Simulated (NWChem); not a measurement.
GaF2, doublet; SMILES [F][Ga][F]

```xyz
3

Ga     0.0000     0.0000     0.3380
F     -1.4967     0.0000    -0.5822
F      1.4967     0.0000    -0.5822
```
Atoms are numbered in this order, from 1.

Computed with NWChem. Spin-unrestricted. In the optimisation the excess spin sits in a1 (C2v, its own frame). The geometry was optimised at PBE0/def2-SVP, spin-unrestricted. This spin state was assumed; another may lie lower. No stability test was run on the SCF state.

Q: What does the run give for TPSS/3-21G? Quantities: highest occupied level (eV); lowest empty minus highest occupied level, either spin (eV); dipole (D); <S²>.

A: 
```json
{
  "highest occupied level (eV)": "-5.74",
  "lowest empty minus highest occupied level, either spin (eV)": "1.34",
  "dipole (D)": "1.62",
  "<S²>": "0.752"
}
```
